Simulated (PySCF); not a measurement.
dithiopyranylidene (C₁₀H₈S₂), SMILES C1=CC(=C2C=CSC=C2)C=CS1. Heavy atoms are numbered as in [CH:1]1=[CH:2][C:3](=[C:4]2[CH:5]=[CH:6][S:7][CH:8]=[CH:9]2)[CH:10]=[CH:11][S:12]1. Hydrogens are named by the atom that carries them.

The structure is a stationary point at B3LYP-D3(BJ)/def2-SVP.

Method: PBE0/pcSseg-1 (PySCF).

GIAO shieldings, no solvent; atoms alike by connectivity are averaged. δ = σ(ref) − σ: ¹³C against TMS (σ = 186.3 ppm); ³³S against H2S (σ = 716.7 ppm); ¹H against TMS (σ = 31.56 ppm), references at their B3LYP-D3(BJ)/def2-TZVP geometries, non-relativistic.

```
atoms    nucleus  count     δ (ppm)
-------  -------  -----  ----------
C2 (CH)      ¹³C      4  (withheld)
C1 (CH)      ¹³C      4  (withheld)
C3           ¹³C      2       122.1
S7           ³³S      2  (withheld)
H on C2       ¹H      4        6.76
H on C1       ¹H      4        6.06
```

Fill in the missing entries. (An estimate is asked for; the answer gives what the named calculation found.)


- S7, δ (ppm): 309.5
- C1 (CH), δ (ppm): 128.9
- C2 (CH), δ (ppm): 130.5
